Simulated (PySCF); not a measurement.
C9H6F (doublet state).
Geometry (GFN2-xTB, Å), atoms numbered from 1 in this order:
```xyz
16
C9H6F angstrom
C      3.0404    1.0319    0.6655
C      1.9609    0.6450    0.3208
C      0.6668    0.1803   -0.0856
C      0.1082    0.6300   -1.4214
C     -1.1817    0.4250   -1.4862
C     -1.5635   -0.1778   -0.1142
C     -0.8846   -1.5304   -0.0427
C      0.4266   -1.3284   -0.0372
C     -0.5679    0.5991    0.7759
F     -0.7955    1.9417    0.8251
H      3.9862    1.3745    0.9619
H     -1.8862    0.5950   -2.2725
H     -2.6169   -0.1258    0.1425
H     -1.4183   -2.4613   -0.0328
H      1.2290   -2.0398   -0.0234
H     -0.5109    0.2499    1.8130
```

The hyperfine couplings belong to this conformer and change with its torsions.

Identity: `C#C[C@@]12[C]=C[C@@H](C=C1)[C@@H]2F` [radical].

Computed, not measured: UKS B3LYP, pcH-1 on C F H, non-relativistic, mean-field spin-orbit, GIAO in PySCF 2.14.0. Isolated species at its GFN2-xTB geometry, gas phase. The geometry wasn't refined by DFT: couplings that depend on bond lengths, twists or pyramidal angles can differ widely from those at the functional's own minimum. The SCF solution wasn't tested for stability.

Computed for the main isotopes (class means, splittings of 0.05 mT or more): g = 2.0022; H12 1H +39.0 MHz (1.39 mT); H16 1H +9.0 MHz (0.32 mT); H13 1H +8.2 MHz (0.29 mT); F10 19F -2.7 MHz (0.10 mT); H15 1H +1.7 MHz (0.06 mT); 32 first-order lines, 2.16 mT wide. Two of these splittings differ by less than 0.03 mT, so with lines wider than that fewer lines would be seen.

(1) What changes when 1H at H13 is replaced by 2H?

(2) Where do the 13C satellites of C4 appear, and how strong are they?

(3) Where do the 13C satellites of C6 appear, and how strong are they?

## Answers

(1) At a fixed geometry a is proportional to g_N: 0.85744/5.58569 = 0.1535, so a goes from +8.2 to +1.3 MHz (0.045 mT). The spin goes from 1/2 to 1, so the 1:1 doublet becomes a 1:1:1 triplet. The spectrum then has 48 first-order lines over 1.96 mT, counting the new splitting although it is under 0.05 mT.

(2) a = +490.6 MHz, or 17.51 mT in magnitude, and I = 1/2, so to first order each main line has two satellites, at ±8.75 mT. The isotope's abundance is about 1.07 %, shared among 2 lines, so each has 0.54 % of the main line's intensity. At 340 mT second-order shifts move them to lower field by up to 0.23 mT.

(3) a = +55.6 MHz, or 1.98 mT in magnitude, and I = 1/2, so to first order each main line has two satellites, at ±0.99 mT. The isotope's abundance is about 1.07 %, shared among 2 lines, so each has 0.54 % of the main line's intensity.
